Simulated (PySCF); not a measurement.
Field gradients at the hydrogen positions

Species: C7H13NSi2.
Atom-mapped SMILES: `[CH:1]#[C:2][SiH2:3][Si@H:4]1[CH2:5][C@@H:6](/[CH:7]=[N:8]/[CH3:9])[CH2:10]1` (hydrogens: H11 on C1; H12, H13 on Si3; H14 on Si4; H15, H16 on C5; H17 on C6; H18 on C7; H19, H20, H21 on C9; H22, H23 on C10)

Structure used (GFN2-xTB), in Å, numbered top down from 1:
```xyz
23
C7H13NSi2 angstrom
C      4.3276    1.9186    0.6414
C      3.1563    1.6731    0.5215
Si     1.3461    1.2907    0.3303
Si     1.1937   -1.0032    0.2005
C     -0.2297   -1.8006    1.2102
C     -1.1253   -1.7692   -0.0457
C     -1.9346   -0.5229   -0.0473
N     -1.3874    0.6073    0.0053
C     -2.1696    1.8015    0.0089
C     -0.0202   -1.6861   -1.1171
H      5.3526    2.1358    0.7455
H      0.7285    1.8997    1.5176
H      0.9554    2.0375   -0.8727
H      2.4227   -1.8211    0.2762
H     -0.0377   -2.8270    1.5169
H     -0.6538   -1.2725    2.0615
H     -1.7831   -2.6372   -0.1465
H     -3.0297   -0.6325   -0.0883
H     -3.2514    1.6118   -0.0148
H     -1.9209    2.3759    0.9019
H     -1.8883    2.4020   -0.8573
H     -0.2907   -1.0754   -1.9753
H      0.2345   -2.6794   -1.4819
```

Level: PBE0/pcSseg-1 (PySCF, non-relativistic); Q(2H) = 0.00286 b; rigid geometry, the same for H and D, with no vibrational averaging.

Question: Rank these positions by the coupling χzz of a deuteron there, largest first.
A. H14 (Si–H hydrogen)
B. H12 (Si–H hydrogen)
C. H15 (methylene hydrogen)
D. H11 (alkyne hydrogen)
E. H20 (methyl hydrogen)
F. H19 (methyl hydrogen)

Answer: D (261 kHz), C (215 kHz), E (204 kHz), F (195 kHz), B (108 kHz), A (103 kHz).

Tabulate Vzz, the asymmetry η and χzz = 234.96 MHz × Q × Vzz for every hydrogen position.

| atom | bonded to | bond length (Å) | Vzz (au) | η | χzz (kHz) |
| --- | --- | --- | --- | --- | --- |
| H11 | C1 | 1.053 | 0.3880 | 0.00 | 261 |
| H12 | Si3 | 1.470 | 0.1610 | 0.02 | 108 |
| H13 | Si3 | 1.469 | 0.1622 | 0.02 | 109 |
| H14 | Si4 | 1.478 | 0.1537 | 0.01 | 103 |
| H15 | C5 | 1.088 | 0.3205 | 0.04 | 215 |
| H16 | C5 | 1.088 | 0.3199 | 0.05 | 215 |
| H17 | C6 | 1.094 | 0.2996 | 0.04 | 201 |
| H18 | C7 | 1.101 | 0.2839 | 0.05 | 191 |
| H19 | C9 | 1.099 | 0.2896 | 0.07 | 195 |
| H20 | C9 | 1.091 | 0.3041 | 0.05 | 204 |
| H21 | C9 | 1.091 | 0.3038 | 0.05 | 204 |
| H22 | C10 | 1.088 | 0.3204 | 0.05 | 215 |
| H23 | C10 | 1.088 | 0.3205 | 0.04 | 215 |

Average by the element that carries the hydrogen.

on C: 212 kHz over 10 positions, mean bond length 1.088 Å; on Si: 107 kHz over 3 positions, mean bond length 1.473 Å.

How does χzz go with the bond length over the 10 C–H bonds?

A straight-line fit has a slope of -14.5 kHz for each 0.01 Å, with a correlation coefficient of -0.99, over lengths from 1.053 to 1.101 Å. The longer bonds have the smaller couplings here.

Give the 2H NMR doublet splittings at H14 for a magnetic field along the z, y and x axes of the gradient: 3χ/2, 3χ(1 + η)/4, 3χ(1 − η)/4.

With |χ| = 103.3 kHz and η = 0.009: 155, 78 and 77 kHz, to first order and without motion.

The structure is a single GFN2-xTB conformer in the gas phase; no vibrational or solvent corrections. GFN2-xTB bond lengths can be off by several hundredths of an ångström, more for odd bonds, and the gradients follow them. A larger basis could move these couplings by a tenth or more.

These values come from a run that also computed NMR shieldings. Hardware: one thread, Arm Neoverse N1 (aarch64), shared host with 64 logical CPUs at a one-minute load of 52. Cost: 2.3 min of wall time (grids of density and orbitals included), 1.2 GiB resident at most.
